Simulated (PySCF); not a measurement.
Zn(SH)2 (H2S2Zn), SMILES [SH][Zn][SH]. Atoms are numbered in the order given.

```xyz
5

Zn     0.0000     0.0000     0.0181
S     -2.1504     0.0579     0.0401
H     -2.2423    -0.8878    -0.9135
S      2.1504    -0.0579     0.0401
H      2.2423     0.8878    -0.9135
```

Geometry: r2SCAN-D4/def2-TZVP. Other conformers were not sampled.

Method: r2SCAN-D4/def2-TZVP in PySCF 2.14.0.

Frequencies are harmonic and unscaled.

```tsv
mode	ν (cm⁻¹)	IR (km/mol)	moving atoms (share of kinetic energy)
1	100	6.0	Zn 49 %, S 47 %
2	100	6.9	Zn 49 %, S 47 %
3	152	12.4	H 97 %
4	333	0.0	S 97 %
5	470	52.2	Zn 50 %, S 47 %
6	637	0.6	H 94 %
7	639	6.6	H 92 %
8	2676	4.1	H 97 %
9	2676	0.3	H 97 %
```
